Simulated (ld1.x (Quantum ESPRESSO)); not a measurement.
# Before and after: RRKJ potential for Zr (Z = 40)

ld1.x (Quantum ESPRESSO) 7.5 input, shortened:

```
&input
   title='Zr', zed=40., rel=1, dft='PZ', iswitch=3,
   config='[Kr] 4d2 5s0 5p0'
 /
 &inputp
   pseudotype=2, tm=.false., rho0=0.01, lloc=2,
   nlcc=.true., new_core_ps=.true.
 /
3
4S  1  0   2.00   0.00  1.40  1.40  0.0
4P  2  1   6.00   0.00  2.35  2.35  0.0
4D  3  2   2.00   0.00  2.80  2.80  0.0
 &test
   configts(1)='4s2 4p6 4d2 5s0 5p0'
 /
```

Change: core [Kr], valence charge 4; reference 4d2 5s2 5p0; waves now 5s (bound): rc 3.30 bohr; 5p (bound): rc 3.35 bohr; 4d (bound): rc 2.15 bohr; local potential all-electron potential smoothed inside 2.95 bohr (lloc = -1).

Cutoffs: the cutoffs (Ry, on a coarse ladder) from which the occupation-weighted sum of valence levels, in a spherical-Bessel basis at the reference potential, stays within 10 and 1 mRy of its value at 400 Ry; they do not see the model core or the augmentation charge, which bear on the density cutoff. Errors are all-electron minus pseudo energies relative to the spin-unpolarised reference configuration.

Task: What does the change do?

Result: The potential gets softer (70 Ry and 90 Ry → 25 Ry and 30 Ry); neither file shows a bound ghost. The shells moved into the core no longer need plane waves of their own. Several settings change at once here, so the effects cannot be laid on one of them.

```csv
quantity,base,changed
"cutoff, loose",70 Ry,25 Ry
"cutoff, tight",90 Ry,30 Ry
bound ghosts,none,none
"largest error over its own tests, meV",-80,-281
```
